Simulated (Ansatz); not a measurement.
Reaction (ligand exchange at a Zn–C bond): `[BH2][Zn][CH2]C` + H–F → `[BH2][Zn][F]` + ethane

Program: Ansatz. Geometries: PBE0-D4/def2-TZVP. ΔE: electronic, gas phase. CCSD(T)/CBS adds triple-zeta CCSD(T) − MP2 to the extrapolated MP2 energy (def2 sets, frozen cores). This one scheme is used for every species. For Zn outer-core shells are correlated without core-valence functions, which leaves a few kJ/mol of doubt a bond. Scalar relativity is left out up to krypton. One conformer a species, not always the lowest.

`[BH2][Zn][CH2]C`:

Cartesian coordinates in Å:
```
B -2.275 -0.888 -1.798
Zn -0.953 -0.081 -0.413
C 0.300 0.682 0.894
C 1.741 0.179 0.795
H -2.106 -0.808 -2.984
H -3.274 -1.474 -1.480
H 0.279 1.773 0.784
H -0.094 0.485 1.899
H 1.808 -0.903 0.941
H 2.182 0.393 -0.183
H 2.393 0.641 1.545
```

H–F:

Z-matrix (Å, degrees):
```
F
H 1 0.920
```

`[BH2][Zn][F]`:

```xyz
5

B    -0.446    0.543   -0.587
Zn    0.545   -0.663    0.716
F     1.403   -1.707    1.844
H    -1.461    0.194   -1.113
H    -0.040    1.634   -0.861
```

`CC`:

```xyz
8

C     0.688   -0.066    0.315
C    -0.688    0.066   -0.315
H     0.811    0.628    1.151
H     0.855   -1.075    0.699
H     1.480    0.146   -0.407
H    -0.811   -0.627   -1.151
H    -0.855    1.075   -0.699
H    -1.479   -0.146    0.407
```

```json
{"level": "HF/def2-TZVPP", "ΔE (kJ/mol)": "-160.9"}
{"level": "SCS-MP2/def2-QZVPP", "ΔE (kJ/mol)": "-137.9"}
```

(1) What does CCSD(T)/CBS give? (Best estimate.)

Largest T1 diagnostic among the species: 0.016.

Results:

(1) Computed: -132.7 kJ/mol. The listed levels differ from it by -28.2, -5.2 kJ/mol.

In def2-TZVPP, CCSD(T) changes the Hartree–Fock value by +32.0 kJ/mol (the triples alone add +4.2 kJ/mol) and MP2 by +35.1 kJ/mol. The D4 term adds +6.0 kJ/mol with B3LYP and +3.3 kJ/mol with PBE0; it sums over pairs of atoms, weighted by their polarisabilities, and B3LYP, whose exchange is more repulsive, gets the larger term.

B3LYP here is the variant with VWN-RPA as its local correlation; programs differ in this.
